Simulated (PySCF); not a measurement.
Isomers of C6H11B. Method used: PBE0-D3(BJ)/def2-SVP geometry optimisation, gas phase in PySCF 2.14.0. One conformer each; no zero-point energy, no entropy. No frequencies were run at this level. Point groups hold within 0.08 Å.

Task: Rank from lowest to highest electronic energy at this level (kJ/mol).
A. `[BH2:1]/[C:2](=[CH:3]\[CH3:4])[C:5](=[CH2:6])[CH3:7]` with B1–C2–C5–C6 5°
B. `[BH2:1][C@@H:2]1[CH2:3][C@@H:4]1[CH:5]1[CH2:6][CH2:7]1` with H–B1–C2–C3 39° and -139°, C3–C4–C5–C6 116°
C. `[CH2:1]=[CH:2]/[CH:3]=[CH:4]/[B:5]([CH3:6])[CH3:7]` with C1–C2–C3–C4 180°
D. `[BH2:1][C@:2]12[CH2:3][CH2:4][C@H:5]1[CH2:6][CH2:7]2` with H–B1–C2–C3 171° and -4°
E. `[CH2:1]=[CH:2]/[CH:3]=[CH:4]\[B:5]([CH3:6])[CH3:7]` with C1–C2–C3–C4 179°
F. `[CH3:1][C:2]#[C:3][CH2:4][B:5]([CH3:6])[CH3:7]` with C3–C4–B5–C6 8°

Result: C (0.0), E (12.9), F (56.9), A (98.0), D (121.2), B (128.8).

As drawn, the lowest has a C=C bond outside aromatic rings, which the highest lacks; the highest has a three-membered ring, which the lowest lacks. Neighbours under 10 kJ/mol apart (B[C@]12CC[C@H]1CC2 and B[C@@H]1C[C@@H]1C1CC1) can change places with a better method, another conformer or zero-point energy. C=C/C=C/B(C)C and C=C/C=C\B(C)C are stereoisomers, 12.9 kJ/mol apart in the conformers taken.

| SMILES | E (Eh) | E rel (kJ/mol) | dipole (D) | point group | A, B, C (MHz) |
| --- | --- | --- | --- | --- | --- |
| C=C/C=C/B(C)C | -259.58504 | 0.0 | 0.89 | near Cs | 6470, 1082, 937.6 |
| C=C/C=C\B(C)C | -259.58012 | 12.9 | 0.55 | C1 | 5545, 1298, 1086 |
| CC#CCB(C)C | -259.56337 | 56.9 | 0.27 | C1 | 6367, 1100, 962.6 |
| B/C(=C\C)C(=C)C | -259.54769 | 98.0 | 1.81 | – | 4277, 1859, 1318 |
| B[C@]12CC[C@H]1CC2 | -259.53888 | 121.2 | 2.02 | Cs | 3714, 3082, 2663 |
| B[C@@H]1C[C@@H]1C1CC1 | -259.53596 | 128.8 | 1.32 | C1 | 5271, 1775, 1521 |

Task: How do the relative energies change in single points at PBE0/pcSseg-1 (no added dispersion term) on the same geometries?

Result: 
| SMILES | PBE0-D3(BJ)/def2-SVP (kJ/mol) | PBE0/pcSseg-1 (kJ/mol) | shift |
| --- | --- | --- | --- |
| C=C/C=C/B(C)C | 0.0 | 0.0 | 0.0 |
| C=C/C=C\B(C)C | 12.9 | 14.5 | +1.6 |
| CC#CCB(C)C | 56.9 | 57.3 | +0.4 |
| B/C(=C\C)C(=C)C | 98.0 | 104.0 | +6.0 |
| B[C@]12CC[C@H]1CC2 | 121.2 | 142.9 | +21.7 |
| B[C@@H]1C[C@@H]1C1CC1 | 128.8 | 141.6 | +12.8 |

Each column counts from its own lowest isomer. The lowest isomer stays, but the order above it changes; the largest shift is 21.7 kJ/mol.

Task: As an exercise, what shares would exp(−E/RT) give at 500 K from these electronic energies alone (no entropy, no degeneracies)?

Result: RT = 4.157 kJ/mol: C=C/C=C/B(C)C 95.7 %, C=C/C=C\B(C)C 4.3 %, CC#CCB(C)C under 0.1 %, B/C(=C\C)C(=C)C under 0.1 %, B[C@]12CC[C@H]1CC2 under 0.1 %, B[C@@H]1C[C@@H]1C1CC1 under 0.1 %.
